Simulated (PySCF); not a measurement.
# How methods differ on the excitation energy of Cs

Cs [Xe] 6s1 (2S) → Cs [Xe] 6p1 (2P), as a difference of total energies. Calculation: PySCF 2.14, in ANO-RCC-VTZP (8s7p4d2f1g, 72 functions); the spin-free X2C one-electron Hamiltonian (Gaussian nucleus). Correlated levels: valence and next inner shell: [Kr] 4d10 frozen. The calculations carry no spin-orbit coupling.

| method | excitation energy (eV) | error (eV) |
| --- | --- | --- |
| UHF | 1.180 | -0.252 |
| MP2 (valence and next inner shell) | 1.370 | -0.062 |
| SCS-MP2 (valence and next inner shell) | 1.329 | -0.103 |
| CCSD (valence and next inner shell) | 1.359 | -0.073 |
| CCSD(T) (valence and next inner shell) | 1.372 | -0.060 |

Reference: 1.432 eV (measured; NIST levels, between the centres of gravity of the two terms).

Errors of the correlated levels include the incompleteness of this basis and the frozen core.

The basis was made for the ground configuration and has no added diffuse functions, so the excitation energy can come out too high.
